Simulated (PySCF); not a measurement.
C5H9NSi.
Bonds: N1–C2 (triple), C2–Si3, Si3–C4, C4–C5, C5–C6, C6–C7, Si3–C7. Hydrogens: H8 on Si3; H9, H10 on C4; H11, H12 on C5; H13, H14 on C6; H15, H16 on C7.

The same species was optimised twice, with GFN2-xTB and with PBE0-D3(BJ)/def2-SVP (PySCF), and the same property calculations (PySCF, gas phase) were run on both structures.

```
   coordinate  GFN2-xTB  PBE0-D3(BJ)/def2-SVP  change
   Si3–C7 (Å)     1.906                 1.888  -0.018
   Si3–C4 (Å)     1.906                 1.891  -0.015
    N1≡C2 (Å)     1.146                 1.160  +0.014
    C4–C5 (Å)     1.532                 1.539  +0.007
    C5–C6 (Å)     1.527                 1.532  +0.005
    C6–C7 (Å)     1.533                 1.538  +0.005
   C2–Si3 (Å)     1.869                 1.866  -0.003
C4–Si3–C7 (°)      94.1                  96.4    +2.3
Si3–C7–C6 (°)     104.2                 102.6    -1.6
N1–C2–Si3 (°)     179.9                 178.5    -1.4
Si3–C4–C5 (°)     103.9                 103.0    -0.9
 C4–C5–C6 (°)     108.2                 109.0    +0.8
 C5–C6–C7 (°)     108.3                 108.8    +0.5
C2–Si3–C7 (°)     111.3                 111.0    -0.3
C2–Si3–C4 (°)     110.5                 110.4    -0.1
```

Rotational constants: A = 4115, B = 1438, C = 1306 MHz (GFN2-xTB) against A = 4017, B = 1462, C = 1327 MHz (PBE0-D3(BJ)/def2-SVP). Point groups within 0.08 Å: C1 and C1.

On the GFN2-xTB structure: isotropic polarisability (au) 83.8 [wB97X-D/def2-SVPD]; HOMO (eV) -10.42 [wB97X-D/def2-SVPD]; LUMO (eV) 1.32 [wB97X-D/def2-SVPD]; dipole (D) 4.30 [wB97X-D/def2-SVPD].

Q: What do these properties become on the PBE0-D3(BJ)/def2-SVP structure?

A: 
| property | level | on GFN2-xTB | on PBE0-D3(BJ)/def2-SVP | change |
| --- | --- | --- | --- | --- |
| isotropic polarisability (au) | wB97X-D/def2-SVPD | 83.8 | 84.7 | +0.9 |
| HOMO (eV) | wB97X-D/def2-SVPD | -10.42 | -10.44 | -0.02 |
| LUMO (eV) | wB97X-D/def2-SVPD | 1.32 | 1.31 | -0.01 |
| dipole (D) | wB97X-D/def2-SVPD | 4.30 | 4.36 | +0.06 |
| energy, GFN2-xTB geometry as zero (kcal/mol) | wB97X-D/def2-SVPD | 0.0 | -1.3 | -1.3 |

The heavy atoms differ by 0.036 Å rms after alignment. Among bonds between heavy atoms Si3–C7 changes most (-0.018 Å). Changes are differences of the printed values. Neither structure is proved a minimum here.

wB97X-D is run here without its empirical dispersion term; that term would change no orbital, density or response property at a fixed geometry.
